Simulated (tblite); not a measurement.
Isomers of C4H5F2N2Si (doublet state). Level: GFN2-xTB in tblite, geometry and Hessian alike; calculated harmonic values, unscaled, isolated species. The method is semi-empirical: single wavenumbers can be off by several per cent or more. Modes of hydrogen on silicon can be 10 to 20 % off. One conformer each. Open shells enter through the occupations alone, without spin polarisation, and single modes of such species can be off by tens of per cent.

Electronic energies: GFN2-xTB at the same geometries; isomer energies are rough at this level and their order can be wrong.

| SMILES | electronic energy, lowest = 0 (kJ/mol) |
| --- | --- |
| [H]/N=[C]\[SiH2]CC(F)(F)C#N | 0.0 |
| [N]=C[SiH2]CC(F)(F)C#N | 11.6 |
| [H]/N=[C]/C(F)(F)C[SiH2]C#N | 8.9 |

Problem. How do GFN2-xTB zero-point energies change the relative energies?

Solution. 
```csv
SMILES,ZPE (kJ/mol),of it from modes above 1550 cm⁻¹,electronic (kJ/mol),"with ZPE, lowest = 0 (kJ/mol)",lowest mode (cm⁻¹),rings
[H]/N=[C]\[SiH2]CC(F)(F)C#N,211.6,108.5,0.0,0.0,24,0
[H]/N=[C]/C(F)(F)C[SiH2]C#N,212.6,109.0,8.9,9.9,26,0
[N]=C[SiH2]CC(F)(F)C#N,209.2,105.7,11.6,9.2,22,0
```

The zero-point energies span 3.4 kJ/mol, from `[N]=C[SiH2]CC(F)(F)C#N` to `[H]/N=[C]/C(F)(F)C[SiH2]C#N`. The lowest isomer stays, but the order above it changes.
